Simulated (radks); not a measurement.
Results of a calculation; reference values are marked as such.
Effect of the nuclear size on the bismuth ion Bi65+, [Ar]. Level of theory: Dirac Kohn-Sham, BLYP, spin-unpolarised, spherical densities, finite nucleus; Fermi nuclear charge, rms radius 5.5211 fm (a radial shooting solver on a logarithmic mesh with Libxc functionals). The rms radius is varied about that value; shifts are against it.

rms radius (fm)  total energy shift (eV)  density at nucleus (e/bohr^3)  1s1/2 shift (meV)  2s1/2 shift (meV)  2p1/2 shift (meV)  3s1/2 shift (meV)  3p1/2 shift (meV)  3p3/2 shift (meV)  4s1/2 (empty) shift (meV)
4.7978                             -35.6                      3.153e+06             -14200              -2210              -84.5               -585              -29.2               22.1                       -221
4.98                               -26.9                      3.101e+06             -10700              -1670              -63.9               -442              -22.1               16.7                       -167
5.5211                                 0                      2.961e+06              0.000              0.000              0.000              0.000              0.000              0.000                      0.000
5.8745                              18.4                       2.88e+06               7320               1140               43.9                302               15.2              -11.4                        114
6.145                               32.8                      2.823e+06              13100               2040               78.6                540               27.1              -20.4                        204

Slopes of the eigenvalues against <r^2> in GHz/fm^2, as finite differences over the two radii next to the reference (eigenvalue slopes, not the field-shift constants of lines): 1s1/2 449000, 2s1/2 70100, 2p1/2 2680, 3s1/2 18500, 3p1/2 928, 3p3/2 -701, 4s1/2 (empty) 7010.
